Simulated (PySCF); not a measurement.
## Exercise with solution: oscillator strength and radiative lifetime

CH₄ClNOSi₂, SMILES [SiH2]1[Si@H](N=CO1)Cl.

Geometry: PBE-D3(BJ)/def2-SVP. The structure was generated by enumeration; whether it is a known compound was not checked.

TDA-PBE/def2-SVPD (PySCF 2.14.0) puts the first singlet state with f over 0.02 at 5.24 eV (vertical), with the transition dipole (0.566, -0.450, -0.059) in atomic units.

Task: Find the oscillator strength, the wavelength and the radiative lifetime that this transition would have in vacuum if emission retraced absorption.

Result: 
|μ|² = 0.5263 au, so |μ| = 1.84 D. ΔE = 5.24/27.211 = 0.1926 hartree. f = (2/3) ΔE |μ|² = 0.068 (the program prints 0.068).
λ = 1239.84/5.24 = 237 nm; ν = 42263 cm⁻¹.
Einstein's coefficient A = 0.6670 ν² f s⁻¹ (ν in cm⁻¹) = 8.1e7 s⁻¹, so τ = 1/A = 12 ns. This state is S2; the lower singlet has f = 0.008. The figure is the radiative limit of this one transition; relaxation, internal conversion, crossing to triplets and a medium change what is measured.
